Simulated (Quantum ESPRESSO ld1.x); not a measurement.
Values are calculated unless marked as measured or tabulated.
Pb7+, 75 electrons, occupied as [Xe] 4f14 5d7. Code: ld1.x of Quantum ESPRESSO 7.5. Model: Dirac Kohn-Sham, PBE, spin-unpolarised, spherical densities, point nucleus; open shells fill j = l - 1/2 first.

Spin-orbit splittings of the eigenvalues, e(l+1/2) - e(l-1/2), with zeta = 2 splitting/(2l+1) and mean radii in bohr:

shell  occ.  splitting (eV)  zeta (eV)  <r> j=l-1/2  <r> j=l+1/2
2p        6            2190       1460      0.05487      0.06380
3p        6           488.7      325.8       0.1644       0.1807
3d       10           104.0      41.59       0.1570       0.1619
4p        6           119.7      79.80       0.3852       0.4196
4d       10           22.35      8.939       0.4243       0.4353
4f       14           5.056      1.445       0.4493       0.4555
5p        6           23.46      15.64       0.8964       0.9772
5d        7           3.233      1.293        1.151        1.180
